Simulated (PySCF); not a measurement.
Predicted microwave data (PySCF 2.14.0, PBE0-D3(BJ)/def2-SVP geometry optimisation, gas phase, def2 core potentials past Kr) for one isomer of C3H7In:

- Rotational constants: A = 13711, B = 2154, C = 1884 MHz
- Dipole components: |μa| = 0.14 D, |μb| = 0.57 D, |μc| = 0.01 D
- Inertial defect: -3.18 u·Å²
- κ: -0.95

**Question.** Which structure is it? (One computed conformer of each.)
A. `[InH2:1][CH:2]1[CH2:3][CH2:4]1` with H–In1–C2–C3 -34° and 146°
B. `[CH2:1]=[CH:2][InH:3][CH3:4]` with C1–C2–In3–C4 180°

**Answer.** B. It is C=[CH][InH][CH3], a near-prolate asymmetric top. The candidates at the same level (rigid rotor, commonest isotopes):

```csv
SMILES,A (MHz),B (MHz),C (MHz),μa (D),μb (D),μc (D),Δ (u·Å²),point group,rotor
[InH2][CH]1CC1,14445,1882,1851,0.64,0.00,0.33,-30.50,Cs,near-prolate asymmetric top
C=[CH][InH][CH3],13711,2154,1884,0.14,0.57,0.01,-3.18,near Cs,near-prolate asymmetric top
```

`[InH2][CH]1CC1` has B 13 % too low. No structure here is proved a minimum.
